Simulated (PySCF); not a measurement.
BF₃H₃N, SMILES [B-](F)(F)(F)[NH3+]. Coordinates come from a PBE-D3(BJ)/def2-SVP optimisation.

Computed equilibrium geometry at PBE-D3(BJ)/def2-SVP (PySCF confirms it by a frequency run) as Cartesian coordinates in Å, and its point group:
point group C3v.
```xyz
8

B      0.0000     0.0000    -0.2227
F      1.1595     0.6694    -0.5466
F     -1.1595     0.6694    -0.5466
F      0.0000    -1.3388    -0.5466
N      0.0000     0.0000     1.4791
H      0.0000     0.9644     1.8395
H     -0.8352    -0.4822     1.8395
H      0.8352    -0.4822     1.8395
```
